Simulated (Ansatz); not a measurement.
Input file for Ansatz (a first-principles code): R-CAM-B3LYP/def2-TZVPPD on H8SSi2 (a complex). Files ending in .json are basis or fitting sets from the Basis Set Exchange.

Ansatz 0.2 input:
```yaml
crystal:
  periodic: [false, false, false]
  atoms:
    - {symbol: S, position_ang: [0.11707214, -0.62044738, 0.19740103]}
    - {symbol: H, position_ang: [0.56597115, 0.62354368, -0.03293470]}
    - {symbol: H, position_ang: [-1.16582462, -0.24740611, 0.06577021]}
    - {symbol: Si, position_ang: [1.25084799, -0.13110778, 3.68506150]}
    - {symbol: Si, position_ang: [-0.98875350, 0.56821351, 3.52858969]}
    - {symbol: H, position_ang: [2.09813491, 0.58716067, 2.70332862]}
    - {symbol: H, position_ang: [1.36843146, -1.58798144, 3.44477564]}
    - {symbol: H, position_ang: [1.78008701, 0.16021978, 5.04220454]}
    - {symbol: H, position_ang: [-1.47700881, 1.03653972, 4.85103663]}
    - {symbol: H, position_ang: [-1.86761891, -0.53863766, 3.08228289]}
    - {symbol: H, position_ang: [-1.12509659, 1.69242701, 2.57033655]}
basis:
  gaussian:
    orbitals: def2-TZVPPD.json
hamiltonian:
  xc: {name: CAM-B3LYP}
scf: {lower_state_search: off}
```

Program output:

```
WARN ansatz: RAYON_NUM_THREADS=1 ignored (pool sized by the plan → 1); use --threads N
Functional definition: CAM-B3LYP
these checks for a lower state are left out or cut short: stability, starts, cluster_reference, orbital_swaps, neighbouring_geometries, increment
integrals: 0.36 GiB planned
1446 factors; their error is unknown
integrals: 0.39 GiB planned
445 factors; integrals over basis functions are off by at most 4.0e-5 eV
mean field: 1.69 GiB planned
mean field evaluation 1: about -26721.3230 eV, gradient 1.4e1 eV
mean field evaluation 2: about -26721.7993 eV, gradient 8.4e0 eV
mean field evaluation 4: about -26721.9408 eV, gradient 2.9e-1 eV
mean field evaluation 8: about -26721.9718 eV, gradient 4.1e-2 eV
mean field evaluation 16: about -26721.9718 eV, gradient 7.1e-6 eV
mean field -26721.97181992 eV, -982.0143515789 hartree, gradient 7.1e-6 eV, S^2 0.000000; 0 other end points of the search recorded, 0 dependent functions left out
reference -26721.97198623 eV, -982.0143576909 hartree; 26, 26 occupied and 257, 257 virtual orbitals, 1446 factors
Total energy: -26721.97198623 eV, -982.0143576909 hartree
Checks for a lower state left out: stability, starts, cluster_reference, orbital_swaps, neighbouring_geometries, increment
```

Self-consistency was reached.

Cost: very roughly 5 core-seconds.
